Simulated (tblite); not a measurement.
Species: C₄H₄F₃PS.
Z-matrix (Å and degrees, GFN2-xTB geometry), rows numbered from 1:
```
F 
C   1  1.3420
F   2  1.3448  1  106.40
F   2  1.3302  1  106.77  3  -114.05
C   2  1.5116  1  112.35  3   121.51
P   5  1.8633  2  106.25  1  -157.98
S   6  1.9332  5  118.52  2   -67.90
C   6  1.8026  5  108.36  2    91.99
C   8  1.3374  6   68.52  5    95.69
H   5  1.0922  2  109.34  1    82.83
H   5  1.0904  2  109.52  1   -38.47
H   8  1.0708  6  150.25  9   169.71
H   9  1.0713  6  151.72  8  -168.30
```

All values are computed: GFN2-xTB (tblite) harmonic vibrations without scaling, gas phase. Against measured fundamentals such values can be off by several per cent, at times by over 20. One conformer, not necessarily the lowest.

Harmonic wavenumbers (cm⁻¹): 34.6, 59.1, 101.8, 164.7, 201.5, 209.9, 248.8, 325.2, 341.2, 470.2, 476.2, 573.5, 607.6, 645.7, 649.0, 753.9, 771.3, 775.9, 827.5, 852.6, 942.0, 983.4, 1010.1, 1034.9, 1148.8, 1170.0, 1205.9, 1376.6, 1574.1, 2972.4, 2989.7, 3114.0, 3131.4.

A = 1868, B = 907.1, C = 717.5 MHz; mass 171.972 u (most abundant isotopes); point group C1, symmetry number 1.

Problem. Zero-point energy?

Solution. ½Σν̃ = 15872 cm⁻¹ = 189.87 kJ/mol.

Problem. Entropy at 350 K, 1 bar (ideal gas, RRHO, classical rotation)?

Solution. Translation 176.38, rotation 127.35, vibration 142.34: S = 446.1 J/(mol K).

Problem. And Cp and H(350 K) − H(0)?

Solution. Cp = 169.93 J/(mol K), of which vibrations give 136.67 (their classical limit is 33 R = 274.4); H(350 K) − H(0) = 36.94 kJ/mol without the zero-point energy, 25.30 from vibrations.

Problem. Which modes carry the vibrational entropy at 350 K?

Solution. 34.6 cm⁻¹: 24.54; 59.1 cm⁻¹: 20.10; 101.8 cm⁻¹: 15.62; 164.7 cm⁻¹: 11.71; 201.5 cm⁻¹: 10.11; 209.9 cm⁻¹: 9.79 J/(mol K); the other 27 give 50.46 together.

Problem. Blend soft modes into free rotors: weight 1/[1 + (100 cm⁻¹/ν̃)⁴] for the oscillator and the rest for a rotor with moment μB/(μ + B), μ = h/(8π²ν), B = 10⁻⁴⁴ kg m². What vibrational entropy results?

Solution. 128.59 J/(mol K) in place of 142.34, which changes −T·S at 350 K by +4.81 kJ/mol.

Problem. What must be added to the electronic energy to get the Gibbs energy at 350 K and 1 bar?

Solution. ZPE + [H(350 K) − H(0)] − T·S = 189.87 + 36.94 − 156.13 = 70.68 kJ/mol.

Hindered rotation and anharmonicity are outside this model. Other conformers, if any are populated, would add a mixing term that is left out. The structure is chiral; the term R ln 2 for an equal mix with its mirror image is left out.

The run took 0.47 s on one thread of an Arm Neoverse V1, on a shared host. This covers the Hessian and the dipole derivatives.
